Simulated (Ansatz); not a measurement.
C2H5BO can be A, `BC1CO1`, or B, `B/C=C/O`.

Computed with Ansatz on PBE0-D4/def2-TZVP structures; ΔE is electronic, products minus reactants. CBS: MP2 limit from def2 TZ/QZ plus the TZ coupled-cluster correction, frozen cores. This one scheme is used for every species. Functionals use def2-TZVPP. B3LYP here is the variant with VWN-RPA as its local correlation; programs differ in this. One conformer a species, not always the lowest.

(1) Which isomer does CCSD(T)/CBS put lower? Give the gap. (Best estimate.)

(2) Give E(B) − E(A) in kcal/mol with ωB97M-V, CCSD/def2-TZVPP, PBE-D4, HF/def2-TZVPP, B3LYP, MP2/def2-TZVPP, CCSD(T)/def2-TZVPP. (Estimate.)

Largest T1 diagnostic: 0.013.

Answers

(1) Ansatz gave: B, by 27.0 kcal/mol.

(2) The calculation gave: ωB97M-V -26.7, CCSD/def2-TZVPP -26.4, PBE-D4 -26.6, HF/def2-TZVPP -30.1, B3LYP -29.3, MP2/def2-TZVPP -26.0, CCSD(T)/def2-TZVPP -26.7. None reverses the order clearly.

In def2-TZVPP, CCSD(T) changes the Hartree–Fock value by +3.4 kcal/mol (the triples alone add −0.2 kcal/mol) and MP2 by +4.1 kcal/mol.
